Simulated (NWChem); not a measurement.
# sulfur trioxide (SO3); SMILES O=S(=O)=O

```xyz
4

O     -1.0277    -1.0277     0.0000
S      0.0000     0.0000     0.0000
O     -0.3762     1.4039     0.0000
O      1.4039    -0.3762     0.0000
```
Atoms are numbered in this order, from 1.

Coordinates come from a B3LYP/6-31G* (spherical d) optimisation. B3LYP is NWChem's, with the RPA form of VWN correlation.

### Question
List the 4 lowest vertical singlet excitations from B3LYP/def2-SVP, TDA (NWChem).

### Answer
| state | energy (eV) | oscillator strength | leading excitation (squared amplitude) |
|---|---|---|---|
| S1 | 4.73 | 0.000 | HOMO → LUMO (1.00) |
| S2 | 5.35 | 0.000 | HOMO → LUMO+1 (1.00) |
| S3 | 6.57 | 0.000 | HOMO−1 → LUMO+1 (0.91) |
| S4 | 6.57 | 0.000 | HOMO−2 → LUMO+1 (0.91) |
